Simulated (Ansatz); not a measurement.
Reaction (formal exchange of groups at a B–Br bond): `CB(S)Br` + `CC(N)F` → `CB(S)C(N)F` + `CBr`

Program: Ansatz. Geometries: PBE0-D4/def2-TZVP. ΔE: electronic, gas phase. CCSD(T)/CBS adds triple-zeta CCSD(T) − MP2 to the extrapolated MP2 energy (def2 sets, frozen cores). Functionals use def2-TZVPP. B3LYP here is the variant with VWN-RPA as its local correlation; programs differ in this. For Br outer-core shells are correlated without core-valence functions, which leaves a few kJ/mol of doubt a bond. Scalar relativity is left out up to krypton. One conformer a species, not always the lowest.

Q: Is it downhill or uphill in electronic energy at CCSD(T)/CBS, and by how much? (Best estimate.)

A: Ansatz gave: Uphill: ΔE = +28.9 kcal/mol.

Q: What do these levels give: r2SCAN-D4, ωB97X-V, r2SCAN, B3LYP, CCSD/def2-TZVPP, CCSD(T)/def2-TZVPP? (An estimate is asked.)

A: Computed: r2SCAN-D4 28.3, ωB97X-V 27.5, r2SCAN 28.5, B3LYP 27.0, CCSD/def2-TZVPP 28.5, CCSD(T)/def2-TZVPP 28.3 kcal/mol.

Largest T1 diagnostic among the species: 0.013.

From PBE to PBE0 (25 % exact exchange), in def2-TZVPP and without D4, ΔE moves by +1.2 kcal/mol.
